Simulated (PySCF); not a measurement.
1,1,1,2,2,3,3-heptafluoropropane, C3HF7.
Z-matrix (Å and degrees, PBE0-D3(BJ)/def2-SVP geometry), rows numbered from 1:
```
F 
C   1  1.3381
F   2  1.3379  1  109.23
C   2  1.5335  1  109.93  3   120.66
F   4  1.3412  2  107.78  1    61.66
F   4  1.3411  2  107.75  1   179.08
C   4  1.5430  2  116.42  1   -59.63
F   7  1.3244  4  110.40  2   -60.20
F   7  1.3241  4  110.45  2    60.50
F   7  1.3253  4  109.18  2  -179.85
H   2  1.1051  1  109.75  3  -120.41
```

Computed, not measured: PBE0-D3(BJ)/def2-SVP geometry optimisation, gas phase (PySCF).

Take the most abundant isotopes and a rigid rotor. The values belong to one conformer with, in the numbering `[F:1][CH:2]([F:3])[C:4]([F:5])([F:6])[C:7]([F:8])([F:9])[F:10]`, F1–C2–C4–F5 62°.

(1) What are A, B and C (GHz)?

(2) What kind of rotor is it?

(3) What does the inertial defect say?

(4) Where do the levels up to J = 5 lie, in MHz?

(5) Which lines would a microwave search look for?

(6) Estimate the classical rotational partition function at 10 K, 200 K and 298.15 K.

Results:

(1) Ia = 286.60, Ib = 422.24, Ic = 439.52 u·Å²; 505379 MHz·u·Å²/I gives 1763, 1197 and 1150 MHz, that is A = 1.7634, B = 1.1969, C = 1.1499 GHz.

(2) An asymmetric top. Ray's parameter κ = (2B − A − C)/(A − C) = -0.847; −1 is the prolate and +1 the oblate limit.

(3) Not planar: Δ = Ic − Ia − Ib = -269.33 u·Å². For a rigid frame Δ = −2 Σ m c², so Σ m c² = 134.66 u·Å² lies off the ab plane: 0.00 from hydrogen and 134.66 from heavier atoms. The atom farthest from that plane is 1.11 Å away.

(4) Above 0(0,0):
J = 1: 1(0,1) 2347, 1(1,1) 2913, 1(1,0) 2960
J = 2: 2(0,2) 7037, 2(1,2) 7560, 2(1,1) 7701, 2(2,1) 9400, 2(2,0) 9403
J = 3: 3(0,3) 14066, 3(1,3) 14528, 3(1,2) 14810, 3(2,2) 16440, 3(2,1) 16454, 3(3,1) 19392, 3(3,0) 19392
J = 4: 4(0,4) 23426, 4(1,4) 23815, 4(1,3) 24285, 4(2,3) 25825, 4(2,2) 25867, 4(3,2) 28784, 4(3,1) 28785, 4(4,1) 32909, 4(4,0) 32909
J = 5: 5(0,5) 35106, 5(1,5) 35420, 5(1,4) 36123, 5(2,4) 37553, 5(2,3) 37648, 5(3,3) 40527, 5(3,2) 40530, 5(4,2) 44649, 5(4,1) 44649, 5(5,1) 49953, 5(5,0) 49953
Those of J = 1 are B + C, A + C and A + B.

(5) The dipole components are |μa| = 1.06 D, |μb| = 0.94 D, |μc| = 0.00 D; the mirror of this Cs structure is the ab plane, so μc vanishes by symmetry (the 0.03 D computed is a residue) and there are no c-type lines. The squared components, which scale the intensities, stand as 1.00 : 0.78 (a : b). Some lines, for components of 0.1 D or more:

```csv
type,branch,"J(Ka,Kc)",MHz,lower level (cm⁻¹)
a,Q,"5(1,4) ← 5(1,5)",703,1.181
b,Q,"4(2,2) ← 4(1,3)",1582,0.810
b,Q,"2(2,1) ← 2(1,2)",1841,0.252
b,Q,"5(2,4) ← 5(1,5)",2133,1.181
b,R,"1(1,1) ← 0(0,0)",2913,0.000
b,Q,"4(3,1) ← 4(2,2)",2918,0.863
b,Q,"5(4,2) ← 5(3,3)",4123,1.352
a,R,"2(1,1) ← 1(1,0)",4741,0.099
b,R,"2(1,2) ← 1(0,1)",5213,0.078
a,R,"3(1,3) ← 2(1,2)",6968,0.252
a,R,"3(0,3) ← 2(0,2)",7029,0.235
b,R,"3(2,2) ← 2(1,1)",8740,0.257
b,R,"5(2,3) ← 4(3,2)",8863,0.960
```

(6) Point group Cs, symmetry number σ = 1; q = (√π/σ)·√((kT/h)³/(ABC)), k/h = 20836.6 MHz/K: 3420 at 10 K, 306000 at 200 K, 557000 at 298.15 K.

PBE0-D3(BJ)/def2-SVP frequencies: not computed here. Constants of a rigid frame at the computed geometry: no zero-point averaging, no centrifugal distortion.
